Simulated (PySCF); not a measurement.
SMILES S[SiH2]c1ccco1, singlet, GFN2-xTB optimised geometry.

```
13

S      1.17     2.22     0.00
Si    -0.78     1.30     0.00
C     -0.42    -0.52     0.00
C      0.73    -1.26     0.00
C      0.35    -2.61     0.00
C     -1.01    -2.61     0.00
O     -1.49    -1.36     0.00
H      0.74     3.47     0.00
H     -1.48     1.73     1.21
H     -1.48     1.74    -1.20
H      1.73    -0.86     0.00
H      0.99    -3.47     0.00
H     -1.73    -3.41     0.00
```

Density from B3LYP/def2-TZVP (PySCF) at that geometry.

Minimum of the electron density along straight lines between bonded atoms, close to the bond critical point (lines longer than 1.1 times the sum of covalent radii, or with two minima, are not listed):

```csv
bond,length / Å,ρ at the minimum / e bohr⁻³,∇²ρ there / e bohr⁻⁵,position (fraction from the first atom)
S1–Si2,2.151,0.098,0.08,0.64
Si2–C3,1.860,0.123,0.23,0.39
C3–C4,1.370,0.333,-0.98,0.51
C4–C5,1.411,0.303,-0.85,0.50
C5–C6,1.362,0.339,-1.01,0.48
C3–O7,1.357,0.286,-0.25,0.33
C6–O7,1.339,0.301,-0.29,0.33
S1–H8,1.323,0.221,-0.66,0.63
Si2–H9,1.461,0.128,0.17,0.49
Si2–H10,1.461,0.128,0.17,0.49
C4–H11,1.071,0.293,-1.08,0.65
C5–H12,1.071,0.292,-1.07,0.65
C6–H13,1.072,0.297,-1.11,0.65
```
